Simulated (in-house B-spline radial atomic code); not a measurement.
Tc. Computed with a B-spline radial atomic code. Model: non-relativistic spherical atom: semilocal Troullier-Martins pseudo-atom, one channel per l, against all electrons, high spin, G0W0 and RPA with empty states to l = 8, local potential for every l without a channel, a model core (radius 0 = none) keeps its share of the functional.

Without relativity these are model numbers for so heavy an element.

What the tables leave out is listed at the end.

The pseudopotential gives back the lowest level of each angular momentum of its own functional in the configuration it was made in; a second state of the same l is only approximately right. Exact exchange, RPA and GW see the smooth pseudo-orbitals and miss the exchange with the core, for which the functional's share stands in. The column with an uncorrelated core keeps all orbitals and exact exchange, and so separates missing core correlation from pseudisation. Only the three outermost levels and the lowest empty one were computed. RPA here is direct RPA, with no exchange kernel, and its energies carry an (l + 1/2)⁻⁴ tail. A hybrid on a potential with a model core restores only its own semilocal share of the core's exchange.

Command:
```bash
python run_psgw.py task.json out
```
Settings (lengths in bohr, energies in hartree):
```
Z                      43
electrons              43
configuration          [Kr] 4d5 5s2
generated_in           [Kr] 4d5 5s2
functional             lda,vwn
core_shells            7
radius_factor          1.15
core_correction        False
ion_configuration      [Kr] 4d5 5s1
```

Time taken, with all properties: 85 s on 1 thread of Arm Neoverse N1, with other jobs on the host.

Given: made with LDA VWN5; model core radius 0 bohr; local radius 1.487 bohr; mean-field start PBE0.

Valence shells of the generating configuration: 4p, 4d, 5s.

Channel: s 3.201, p 1.185, d 1.436 (radii in bohr).

Computed: largest level miss in the spin-unpolarised generating configuration 0 eV; valence RPA correlation energy pseudo -0.78458 hartree; all-electron RPA polarisability, core included 60.738 bohr³; pseudo-atom RPA polarisability 57.619 bohr³; ionisation by mean-field all-electron 6.4799 eV; ionisation by mean-field pseudo minus all -0.006 eV; ionisation by RPA all-electron 7.0238 eV.

```csv
level,occupied,mean-field all-electron (eV),mean-field pseudo minus all (eV),G0W0 all-electron (eV),G0W0 uncorrelated core minus all (eV),G0W0 pseudo minus all (eV),exchange self-energy all-electron (eV),exchange self-energy pseudo (eV)
5s down,1,-4.6692,0.009,-6.9081,0.011,-0.19,-7.9152,-7.8122
5s up,1,-5.8698,-0.347,-8.1747,0.011,-0.831,-10.584,-11.938
```

Problem. What is the valence RPA correlation energy all-electron orbitals?

Solution. -0.65598 hartree.

Problem. What is the ionisation by RPA pseudo minus all?

Solution. 0.099 eV.

Given: mean-field start Hartree-Fock.

Computed: valence RPA correlation energy all-electron orbitals -0.54682 hartree; valence RPA correlation energy pseudo -0.6691 hartree; all-electron RPA polarisability, core included 54.11 bohr³; ionisation by mean-field all-electron 5.3889 eV; ionisation by RPA all-electron 6.5445 eV; ionisation by RPA pseudo minus all 0.099 eV.

```json
{"level": "5s down", "occupied": "1", "mean-field all-electron (eV)": "-5.5259", "mean-field pseudo minus all (eV)": "-0.171", "G0W0 all-electron (eV)": "-6.6709", "G0W0 uncorrelated core minus all (eV)": "0.011", "G0W0 pseudo minus all (eV)": "0.026", "exchange self-energy all-electron (eV)": "-7.0503", "exchange self-energy pseudo (eV)": "-7.5027"}
{"level": "5s up", "occupied": "1", "mean-field all-electron (eV)": "-7.2362", "mean-field pseudo minus all (eV)": "-2.038", "G0W0 all-electron (eV)": "-8.2888", "G0W0 uncorrelated core minus all (eV)": "0.014", "G0W0 pseudo minus all (eV)": "-1.186", "exchange self-energy all-electron (eV)": "-10.078", "exchange self-energy pseudo (eV)": "-14.553"}
{"level": "4d up", "occupied": "1", "mean-field all-electron (eV)": "-14.922", "mean-field pseudo minus all (eV)": "1.078", "G0W0 all-electron (eV)": "-14.46", "G0W0 uncorrelated core minus all (eV)": "0.102", "G0W0 pseudo minus all (eV)": "1.157", "exchange self-energy all-electron (eV)": "-29.847", "exchange self-energy pseudo (eV)": "-25.554"}
```

Problem. What is the ionisation by mean-field pseudo minus all?

Solution. 0.185 eV.

Problem. What is the pseudo-atom RPA polarisability?

Solution. 43.217 bohr³.

Among the listed levels the largest G0W0 shift of the pseudo-atom is -1.19 eV, for 5s up on the Hartree-Fock start, while leaving the core uncorrelated moves that level by +0.01 eV. So pseudisation and the lost core exchange, not the missing core correlation, make the error. Not in the tables (levels of low weight, unsolved or above zero; the highest and the empty levels are kept at any weight): the LDA start was refused, since an empty level lay at or below an occupied one; on PBE0 the G0W0 levels 4d up (pseudo minus all +0.17 eV, weights 0.52 and 0.67), 4d down (pseudo minus all -0.10 eV, weights 0.35 and 0.61).
